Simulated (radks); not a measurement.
All-electron atom: Sm2+ in [Kr] 4d10 4f6 5s2 5p5 6p1 (not the ground configuration). All-electron calculation, Dirac Kohn-Sham, PBEsol, spin-unpolarised, spherical densities, finite nucleus; open shells fill j = l - 1/2 first; Fermi nuclear charge, rms radius 5.0819 fm. Program: a radial shooting solver on a logarithmic mesh with Libxc functionals.

Radial electron density D(r) = 4 pi r^2 rho(r):

```
   r/bohr * D(r) (the largest magnitude, 109, reaches the edge; | marks zero)
   0.0044 |                *
 0.005123 |                    *
 0.005964 |                       *
 0.006943 |                           *
 0.008147 |                               *
 0.009485 |                                   *
  0.01104 |                                      *
  0.01285 |                                        *
  0.01508 |                                          *
  0.01756 |                                         *
  0.02044 |                                        *
   0.0238 |                                      *
  0.02771 |                                     *
  0.03251 |                                     *
  0.03785 |                                      *
  0.04407 |                                          *
   0.0513 |                                               *
   0.0602 |                                                    *
  0.07008 |                                                      *
  0.08159 |                                                    *
  0.09498 |                                               *
   0.1115 |                                          *
   0.1298 |                                        *
   0.1511 |                                          *
   0.1759 |                                              *
   0.2064 |                                               *
   0.2402 |                                          *
   0.2797 |                                *
   0.3256 |                      *
   0.3821 |                  *
   0.4448 |                    *
   0.5178 |                      *
   0.6029 |                     *
   0.7018 |                 *
   0.8236 |           *
   0.9588 |        *
    1.116 |     *
    1.299 |    *
    1.525 |   *
    1.775 |  *
    2.067 | *
    2.406 |*
    2.823 *
    3.287 *
    3.826 *
    4.455 *
    5.227 *
    6.086 *
    7.085 *
    8.248 *
    9.679 *
```

D(r) has 4 maxima, at r = 0.0158, 0.0701, 0.197, 0.543 bohr, and minima at 0.0307, 0.129, 0.391 bohr, inside which lie 2.02, 11.16, 29.28 electrons.
